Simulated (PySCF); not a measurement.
# Identify the compound

Molecular formula: C₅H₅NSi. Simulated spectra:

¹H NMR (300 MHz, computed): δ 7.68 (d, 1H), 7.44 (m, 1H), 6.54 (m, 1H), 4.75 (m, 2H).

¹³C{¹H} NMR (computed): δ 167.8 (CH), 156.2 (CH), 141.9 (CH), 123.1 (C), 118.1 (C).

Level of theory: shieldings: GIAO PBE0/pcSseg-1, GFN2-xTB structure, in PySCF 2.14.0 with density-fitted response routines (single conformer, non-relativistic, in vacuum, rapidly exchanging positions averaged).

δ = σ(ref) − σ, references computed at the same level: ¹H, ¹³C against TMS.

Task: What is the structure?

Result: 
1. Rings plus π bonds: 5 (1 ring in the answer).
2. 5 carbon signals for 5 carbons: no two carbons are equivalent.
3. Carbon types of the structure: 2 × C, 3 × CH, leaving 2 H on heteroatoms.
4. δC 167.8, 156.2, 141.9: alkene CH.
5. δC 123.1: nitrile carbon; C≡N carbons fall here, among the sp2 signals but without a proton.
6. δC 118.1: fully substituted alkene carbon; an sp2 carbon of a C=C bond.
7. δH 7.68, 7.44, 6.54: hydrogen on an alkene CH; attached to an sp2 carbon and in the plane of the double bond.
8. δH 4.75: hydrogen on a silicon bonded to 2 C, in a 5-membered ring.

Structure: `InChI=1S/C5H5NSi/c6-4-5-2-1-3-7-5/h1-3H,7H2`.

The data come from this structure; uniqueness wasn't tested.

Shifts are as computed. Against solution values, carbons near 30 ppm lie about +3 ppm off and those near 130 ppm about +5 ppm. Of 1211 compounds with measured shifts, 218 miss one by over three times the rms of a fit or turn the order of signals round; such compounds aren't used in these exercises. Multiplicities follow the n + 1 count of equivalent neighbours, as no J values were calculated; m marks all less simple cases, F and P coupling included.
